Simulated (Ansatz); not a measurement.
C₃H₈AlBO, SMILES `C=C([BH][AlH2])OC` at its PBE0-D4/def2-TZVP geometry, where that method's forces vanish. Charge 0, multiplicity 1.

```xyz
14

C     0.7848   -1.6396   -0.2555
C     0.2403   -0.4192   -0.4607
B    -0.5207    0.1401    0.7507
Al    0.2996   -0.0602    2.6916
O     0.1792    0.0276   -1.7350
C    -0.5394    1.2192   -1.9636
H     1.0122   -2.3027   -1.0852
H     0.9645   -2.0007    0.7477
H    -1.5724    0.6816    0.5401
H     0.6421   -1.4787    3.3379
H     0.6668    1.2332    3.5496
H    -0.3016    1.5313   -2.9798
H    -0.2378    2.0058   -1.2632
H    -1.6178    1.0625   -1.8747
```

(1) What forces (eV/Å) does r2SCAN-D4/def2-TZVPP give on these atoms in the Gaussian-basis code of Ansatz? (Best estimate.)

Results:

(1) Ansatz gave: 
```
C1   0.156 -0.293  0.014
C2  -0.116  0.156  0.280
B3  -0.040  0.044  0.076
Al4 -0.010  0.013  0.005
O5   0.192 -0.196 -0.248
C6  -0.188  0.323 -0.093
H7  -0.027 -0.010  0.001
H8   0.010  0.011 -0.042
H9   0.013 -0.024 -0.008
H10 -0.004  0.029 -0.006
H11 -0.001 -0.022 -0.012
H12  0.001 -0.016  0.021
H13 -0.002 -0.012  0.007
H14  0.015 -0.003  0.005
```
